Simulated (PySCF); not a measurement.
Numbering as in the mapped SMILES `[O:1]=[C:2]1[CH2:3][CH:4](/[C:5]([SiH3:6])=[CH:7]\[O:8][SiH3:9])[CH2:10]1` (H(Xn): hydrogen on atom n). Ha(C3), Ha(C10) are cis to C5 on the ring; Hb(C3), Hb(C10) are trans to C5 on the ring.

PySCF 2.14.0 with density-fitted response routines calculation with NMR shieldings at PBE0/pcSseg-1/GIAO and geometry from GFN2-xTB; no solvent, rapidly exchanging positions averaged, non-relativistic, one computed conformer.

Shifts are taken against calculated references (same method and geometry level): $^{13}$C (σ = 186.93 ppm) vs TMS.

Do the $^{13}$C shifts follow the atomic charges (in e)? Tabulate both.

Results:


```
 atoms  hybridisation  δ (ppm)  σ para (ppm)  Hirshfeld    IAO  Mulliken  ESP-fitted
    C2            sp2    213.8          -285      +0.17  +0.40     +0.20       +0.79
    C7            sp2    152.2          -216      +0.03  +0.06     +0.30       +0.06
    C5            sp2    121.4          -196      -0.12  -0.33     -0.48       -0.46
C3/C10            sp3     54.9          -122      -0.08  -0.34     -0.14       -0.72
    C4            sp3     20.9           -76      -0.03  -0.11     -0.29       +0.64
```

Correlation coefficients of δ with charge over these carbons: Hirshfeld +0.71, IAO +0.74, Mulliken +0.62, ESP-fitted +0.30; with the paramagnetic shielding -1.00. With so few points, grouped by hybridisation, these coefficients are fragile. Charge is one influence among several: hybridisation and low-lying excitations act through the paramagnetic term.

Shifts are as computed. Against solution values, carbons near 30 ppm lie about +3 ppm off and those near 130 ppm about +5 ppm. Of 1309 compounds with measured shifts, 239 miss one by over three times the rms of a fit or turn the order of signals round; such compounds aren't used in these exercises.
